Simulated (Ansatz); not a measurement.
One geometry of ZnB7⁻, several levels of theory.

```yaml
crystal:
  periodic: [false, false, false]
  atoms:
    - {symbol: Zn, position_ang: [-1.889175, 1.382186, -0.034910]}
    - {symbol: B, position_ang: [0.883207, -1.625536, -0.053191]}
    - {symbol: B, position_ang: [1.430614, 1.144522, 0.181773]}
    - {symbol: B, position_ang: [1.814683, -0.348340, 0.102836]}
    - {symbol: B, position_ang: [0.075045, 1.854395, 0.136981]}
    - {symbol: B, position_ang: [-0.653543, -1.713026, -0.167410]}
    - {symbol: B, position_ang: [0.080154, -0.058661, 0.001580]}
    - {symbol: B, position_ang: [-1.740985, -0.635530, -0.167649]}
basis:
  gaussian: {orbitals: def2-TZVPD, initial_orbitals: start.molden}
total_charge: -1
hamiltonian: {xc: pbe0, dispersion: d4}
scf: {omitted_lower_state_checks: [starts]}
output: {orbitals: {seedname: orbitals}}
```

The file start.molden holds the orbitals of an earlier run on this structure, at another level or in another basis.

```sh
$ ansatz run in.yaml --threads 4 --pin off --events-out ev --progress --plain --max-ram 4787MiB
```

Output, abridged:

```
Functional definition: PBE0
1692 factors; their error is unknown
mean field evaluation 1: about -52923.2703 eV, gradient 5.6e2 eV
mean field evaluation 2: about -53024.9034 eV, gradient 1.3e2 eV
mean field evaluation 4: about -53124.1625 eV, gradient 2.9e1 eV
mean field evaluation 8: about -53136.7831 eV, gradient 8.5e-2 eV
mean field -53136.88516318 eV, -1952.7445122725 hartree, gradient 1.3e-5 eV, S^2 0.000000; 0 other end points of the search recorded, 0 dependent functions left out
reference -53136.88520043 eV, -1952.7445136414 hartree; 33, 33 occupied and 277, 277 virtual orbitals, 1692 factors
Total energy: -53137.18409834 eV, -1952.7554979368 hartree
Checks for a lower state left out: starts
```

It took 11 s on 4 threads of Intel Xeon Platinum 8259CL on a shared host, peak host memory 1.1 GiB.

Geometry: PBE0-D4/def2-SVPD.

The restricted singlet is unstable towards broken spin symmetry in Hartree–Fock (as tested in another run); at PBE0-D4/def2-TZVPD this wasn't settled. The structure comes from a short search, and lower isomers may exist.
